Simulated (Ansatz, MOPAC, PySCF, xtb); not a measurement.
Noncovalent pair: dimethyl telluride (SMILES C[Te]C) (first 9 atoms) with H2O (SMILES O); geometry from B3LYP-D3(BJ)/def2-TZVP, rigid monomers moved along the line of their centres of mass till Te2···O10 is 4.65 Å.
(charge 0, multiplicity 1):
```xyz
12

C      0.22529    -1.31212     0.07419
Te     0.16602     0.84194     0.09776
C      0.17102     1.03981    -2.05468
H      1.13179    -1.64569    -0.42379
H      0.22860    -1.61951     1.11655
H     -0.65660    -1.69482    -0.43258
H      1.07944     0.60092    -2.45897
H      0.14297     2.10269    -2.28493
H     -0.70800     0.55188    -2.46765
O      0.17392    -0.29687     4.60944
H     -0.60771     0.26664     4.61137
H      0.92308     0.30905     4.62005
```

Counterpoise-corrected where a basis set is named; no monomer relaxation.

The state that PM7 reach isn't checked; PM7 holds dispersion and hydrogen-bond terms.

Run with Ansatz (Gaussian orbitals); MOPAC for PM7 (differences of heats of formation); PySCF for the dispersion terms; xtb for the GFN methods. Each number belongs to the level named beside it. In def2 rows elements past Kr take small-core potentials, without spin–orbit coupling.

One of these levels gives -1.20 kcal/mol for the interaction energy. Which one is it?
(A) PM7
(B) PBE-D3(BJ)/def2-TZVPPD
(C) GFN1-xTB

B, PBE-D3(BJ)/def2-TZVPPD. The others give -0.64 (PM7), -0.33 (GFN1-xTB)

Ansatz is a program for electronic structure.
